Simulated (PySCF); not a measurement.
C3H4F2O2, SMILES FC1(F)COCO1.

The structure is a stationary point at PBE0-D3(BJ)/def2-SVP. One conformer was computed; it need not be the lowest.

Calculation: TDDFT-PBE0/def2-SVPD (PySCF).

Vertical excitations. Gas-phase values at a fixed geometry.

Computed lowest excited states:
```
state  energy (eV)  λ (nm)      f                                              main pairs
-----  -----------  ------  -----  ------------------------------------------------------
S1            7.85     158  0.024                                          HOMO→LUMO 92 %
S2            8.38     148  0.006                                        HOMO→LUMO+1 80 %
S3            8.68     143  0.002    HOMO→LUMO+2 67 %, HOMO−1→LUMO 21 %, HOMO→LUMO+1 10 %
S4            8.90     139  0.052                                        HOMO→LUMO+3 95 %
S5            8.92     139  0.007                      HOMO−1→LUMO 73 %, HOMO→LUMO+2 21 %
S6            9.24     134  0.008                    HOMO−1→LUMO+1 71 %, HOMO→LUMO+4 11 %
S7            9.51     130  0.022  HOMO→LUMO+4 60 %, HOMO→LUMO+5 19 %, HOMO−1→LUMO+1 12 %
S8            9.61     129  0.005  HOMO→LUMO+5 53 %, HOMO→LUMO+4 16 %, HOMO−1→LUMO+2 16 %
S9            9.74     127  0.031                    HOMO−1→LUMO+2 61 %, HOMO→LUMO+5 13 %
S10           9.83     126  0.017                    HOMO−1→LUMO+3 54 %, HOMO→LUMO+6 35 %
T1            7.60     163      0                                          HOMO→LUMO 83 %
T2            8.02     155      0      HOMO→LUMO+1 59 %, HOMO→LUMO+2 14 %, HOMO→LUMO 13 %
T3            8.47     146      0    HOMO→LUMO+2 55 %, HOMO−1→LUMO 20 %, HOMO→LUMO+1 18 %
T4            8.59     144      0                                        HOMO→LUMO+3 84 %
```
Triplets are in the Tamm–Dancoff approximation, which puts them higher than full response would, so one can lie above its singlet here.
